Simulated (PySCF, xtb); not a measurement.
Breaking a bond: Cu₂, singlet.

GFN1-xTB (xtb); UCCSD(T) = CCSD(T) on UHF/def2-SVP, 10 core orbitals frozen run with PySCF 2.14.0.

Energies relative to the lowest point of each curve near equilibrium, in kJ/mol:

```csv
R / Å,GFN1-xTB
1.71,647.0
2.07,19.3
2.20,0.0
2.33,7.1
2.44,22.9
2.65,64.0
3.07,162.5
3.42,250.0
3.73,324.3
4.56,464.0
5.03,498.6
8.02,520.1
```

What does UCCSD(T) give at the same points?

1.71: 287.6; 2.07: 20.8; 2.20: 2.1; 2.33: 1.2; 2.44: 8.6; 2.65: 32.9; 3.07: 90.8; 3.42: 131.9; 3.73: 157.5; 4.56: 181.7; 5.03: 184.3; 8.02: 186.5 (kJ/mol).

The unrestricted determinant behind UCCSD(T) is spin-contaminated at 2.44 to 9.17 Å (<S²> up to 1.0, against 0.00 for a pure singlet).
